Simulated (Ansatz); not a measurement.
```yaml
crystal:
  periodic: [false, false, false]
  atoms:
    - {symbol: O, position_ang: [-0.446341, 2.944246, -0.077130]}
    - {symbol: In, position_ang: [-0.223048, -0.756422, -0.234323]}
    - {symbol: Br, position_ang: [3.282034, -2.900989, 1.891629]}
    - {symbol: Br, position_ang: [-3.440334, -3.088218, -2.538353]}
    - {symbol: H, position_ang: [0.921986, 3.662107, 0.879752]}
basis:
  gaussian: {orbitals: x2c-TZVPPall}
hamiltonian: {xc: {name: LC-wPBE}}
```

```sh
$ ansatz run in.yaml --threads 4 --pin off --events-out ev --progress --plain --max-ram 10444MiB
```

Output, abridged:

```
Functional definition: LC-wPBE
1519 factors; their error is unknown
345 factors; integrals over basis functions are off by at most 4.7e-4 eV
mean field evaluation 1: about -303879.9103 eV, gradient 7.7e1 eV
mean field evaluation 2: about -303735.1047 eV, gradient 1.5e2 eV
mean field evaluation 4: about -303883.8923 eV, gradient 6.1e1 eV
mean field evaluation 8: about -303887.6179 eV, gradient 4.2e1 eV
mean field evaluation 16: about -303895.0205 eV, gradient 7.9e-1 eV
mean field evaluation 32: about -303895.0682 eV, gradient 1.2e-4 eV
mean field -303895.06816245 eV, -11167.9377674946 hartree, gradient 5.7e-6 eV, S^2 0.000000; 6 other end points of the search recorded, 0 dependent functions left out
reference -303895.06816246 eV, -11167.9377674949 hartree; 64, 64 occupied and 137, 137 virtual orbitals, 1519 factors
Total energy: -303895.06816246 eV, -11167.9377674949 hartree
Relativity: scalar
```

(1) What is wrong with this run?

Answers

(1) The coordinates are in bohr but typed as ångström. The run converged. The result belongs to that input, not to the molecule as meant.
